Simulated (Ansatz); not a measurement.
Geometry optimisation, RKS PBE0-D4/def2-SVP (Ansatz).

Input file:

```yaml
crystal:
  periodic: [false, false, false]
  atoms:
    - { symbol: C, position_ang: [0.6466, 1.9366, -0.4049] }
    - { symbol: "N", position_ang: [1.5513, 1.0112, 0.0974] }
    - { symbol: C, position_ang: [1.2093, -0.3806, -0.2488] }
    - { symbol: Si, position_ang: [0.0343, -1.1811, 0.8525] }
    - { symbol: Si, position_ang: [-2.0629, -1.2377, -0.2603] }
    - { symbol: H, position_ang: [0.968, 3.0089, -0.2228] }
    - { symbol: H, position_ang: [0.5036, 1.8853, -1.4963] }
    - { symbol: H, position_ang: [-0.3414, 1.9079, 0.0575] }
    - { symbol: H, position_ang: [1.6896, 1.1519, 1.1457] }
    - { symbol: H, position_ang: [2.1741, -0.9456, -0.0752] }
    - { symbol: H, position_ang: [0.9853, -0.4805, -1.2773] }
    - { symbol: H, position_ang: [0.3954, -2.5811, 1.1804] }
    - { symbol: H, position_ang: [-0.1912, -0.4374, 2.1397] }
    - { symbol: H, position_ang: [-3.06879, -1.87564, 0.55969] }
    - { symbol: H, position_ang: [-1.93731, -1.98671, -1.52736] }
    - { symbol: H, position_ang: [-2.50117, 0.1378, -0.62] }
basis:
  gaussian: { orbitals: def2-SVP }
hamiltonian:
  xc: pbe0
  dispersion: d4
relax:
  f_tol: 0.015
  max_steps: 40
```

Run as:

```bash
$ ansatz run input.yaml --threads 2 --pin off --max-ram 3072MiB --backend cpu --events-out ev --progress --plain --runs-dir out
```

Q: Where does it end, and by what steps?

A: The run converged. The force dipped under the threshold on the way, but the program's further checks kept it going. After 24 steps the energy has fallen by 0.584 eV; H15 moved furthest, 1.08 Å.

| step | energy less start (eV) | largest force component (eV/Å) | accepted |
| --- | --- | --- | --- |
| 0 | 0.0000 | 3.614 | yes |
| 1 | -0.4500 | 0.933 | yes |
| 2 | -0.5343 | 0.380 | yes |
| 3 | -0.5483 | 0.200 | yes |
| 4 | -0.5560 | 0.199 | yes |
| 5 | -0.5631 | 0.050 | yes |
| 6 | -0.5659 | 0.080 | yes |
| 7 | -0.5675 | 0.105 | yes |
| 8 | -0.5683 | 0.181 | yes |
| 9 | -0.5707 | 0.163 | yes |
| 10 | -0.5736 | 0.089 | yes |
| 11 | -0.5766 | 0.077 | yes |
| 12 | -0.5777 | 0.127 | yes |
| 13 | -0.5797 | 0.080 | yes |
| 14 | -0.5811 | 0.043 | yes |
| 15 | -0.5825 | 0.046 | yes |
| 16 | -0.5830 | 0.044 | yes |
| 17 | -0.5834 | 0.027 | yes |
| 18 | -0.5837 | 0.029 | yes |
| 19 | -0.5837 | 0.042 | yes |
| 20 | -0.5840 | 0.027 | yes |
| 21 | -0.5842 | 0.015 | yes |
| 22 | -0.5843 | 0.017 | yes |
| 23 | -0.5844 | 0.015 | yes |
| 24 | -0.5844 | 0.009 | yes |

```xyz
16
Properties=species:S:1:pos:R:3
C 0.496 1.759 -0.708
N 1.497 1.090 0.080
C 1.479 -0.354 0.018
Si 0.022 -1.292 0.852
Si -2.093 -0.929 -0.103
H 0.605 2.849 -0.606
H 0.637 1.517 -1.775
H -0.558 1.506 -0.456
H 1.477 1.412 1.044
H 2.399 -0.751 0.482
H 1.531 -0.669 -1.040
H 0.308 -2.763 0.789
H -0.039 -0.901 2.300
H -3.054 -2.012 0.280
H -1.986 -0.908 -1.597
H -2.666 0.381 0.341
```

Whether the end is a true minimum wasn't checked by a vibrational analysis.

The run took 110 s on 2 threads of Arm Neoverse V1, on a shared host, peak memory 0.34 GiB.
